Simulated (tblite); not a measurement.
Species: C₅H₆NO (doublet state).
Numbering: `[N:1]=[CH:2][C@@H:3]1[CH:4]=[CH:5][CH2:6][O:7]1` (hydrogens: H8 on C2; H9 on C3; H10 on C4; H11 on C5; H12, H13 on C6)

A start from a force field or distance geometry was refined with GFN2-xTB geometry optimisation, gas phase (tblite). Values at the start:

```tsv
coordinate	start
N1=C2	1.470 Å
C2–C3	1.478 Å
C2–H8	1.111 Å
C3–C4	1.492 Å
C3–O7	1.434 Å
C3–H9	1.094 Å
C4=C5	1.339 Å
C4–H10	1.072 Å
C5–C6	1.483 Å
C5–H11	1.077 Å
C6–O7	1.443 Å
C6–H12	1.098 Å
C6–H13	1.085 Å
N1–C2–C3	121.3°
C2–C3–C4	110.0°
C2–C3–O7	108.2°
C3–C4–C5	109.6°
C3–O7–C6	109.3°
C4–C3–O7	105.6°
C4–C5–C6	109.9°
C5–C6–O7	105.5°
N1–C2–C3–C4	-109°
C2–C3–O7–C6	117°
C4–C5–C6–O7	1°
C5–C6–O7–C3	0°
```

Task: How do these coordinates change at the GFN2-xTB level?

Result: 
| coordinate | GFN2-xTB (Å or °) | change |
| --- | --- | --- |
| N1=C2 | 1.209 | -0.261 |
| C2–C3 | 1.577 | +0.099 |
| C3–O7 | 1.400 | -0.034 |
| C6–O7 | 1.419 | -0.024 |
| C2–H8 | 1.094 | -0.017 |
| C5–C6 | 1.496 | +0.013 |
| C4=C5 | 1.326 | -0.013 |
| C6–H13 | 1.096 | +0.011 |
| C5–H11 | 1.073 | -0.004 |
| C6–H12 | 1.101 | +0.003 |
| C3–C4 | 1.491 | -0.001 |
| C3–H9 | 1.095 | +0.001 |
| C4–H10 | 1.072 | 0.000 |
| C2–C3–O7 | 112.2 | +4.0 |
| N1–C2–C3 | 124.8 | +3.5 |
| C2–C3–C4 | 108.1 | -1.9 |
| C3–C4–C5 | 108.9 | -0.7 |
| C4–C5–C6 | 109.3 | -0.6 |
| C5–C6–O7 | 105.1 | -0.4 |
| C4–C3–O7 | 106.0 | +0.4 |
| C3–O7–C6 | 109.5 | +0.2 |
| N1–C2–C3–C4 | -68 | +41 |
| C2–C3–O7–C6 | 106 | -11 |
| C5–C6–O7–C3 | 10 | +10 |
| C4–C5–C6–O7 | -5 | -6 |

The energy falls by 1.708 eV over 87 L-BFGS steps, the largest force on an atom goes from 9.29 to 0.008 eV/Å, and the atoms move by 0.313 Å rms after alignment. The bond that changes most is N1=C2 (ends: nitrogen bonded to C; carbon bonded to C, N and H), which shortens by 0.261 Å. Bonds longer at the end by more than 0.005 Å: 3 of 13; shorter: 5. Among the dihedrals that turn most is H8–C2–C3–C4, from 69° to 112°. Rotational constants go from 6729, 1968, 1667 to 6208, 2173, 1818 MHz.

Its GFN2-xTB frequencies are all real (lowest 40 cm⁻¹).

One conformer stands for the species.

The numbers are calculated, not measured.
